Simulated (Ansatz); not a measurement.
Ideal-gas functions of C₂HBrCl₂, SMILES `ClC(Cl)=CBr` at 298.15 K and 1 bar, from an Ansatz frequency run at PBE0-D4/def2-TZVP.

Molar mass 175.84 g/mol, point group Cs (symmetry number 1), electronic degeneracy 1, moments of inertia 130.901, 544.178, 675.079 u Å². Harmonic wavenumbers (cm⁻¹, unscaled): 144, 185, 253, 352, 487, 638, 777, 805, 936, 1241, 1657, 3249.

Use S(trans) = R[1.5 ln M + 2.5 ln T − 1.1517]; rotational temperatures θ = 24.2544 K / I; S(rot) = R[ln(√π/σ · √(T³/θAθBθC)) + 1.5]; for each mode x = 1.438777 ν̃/T, S = R[x/(eˣ − 1) − ln(1 − e⁻ˣ)] and H = RT x/(eˣ − 1); 1 cm⁻¹ = 0.0119627 kJ/mol; R = 8.31446 J/(mol·K).

Task: By hand: the entropy, in J/(mol·K).

Result: Translation 173.3. Rotation: θ = 0.1853, 0.0446, 0.0359 K, giving 122.1. Vibration, mode by mode: 11.51, 9.53, 7.15, 4.84, 2.89, 1.63, 0.95, 0.85, 0.51, 0.15, 0.03, 0.00, in all 40.0. Electronic 0.0. Sum 335.4 J/(mol·K).

Task: By hand: H − E and G − E in kJ/mol, counted from the electronic energy.

Result: Zero-point energy ½ × 10724 × 0.0119627 = 64.1; thermal vibration 7.0; translation, rotation and pV give 4 RT = 9.9. H − E = 81.0 kJ/mol, and G − E = 81.0 − 298.15 × 335.4/1000 = -19.0 kJ/mol.

Vibration gives 12 % of the entropy, 11.5 J/(mol·K) of it from the mode under 150 cm⁻¹: soft modes count most, and the harmonic formula is weakest for them.
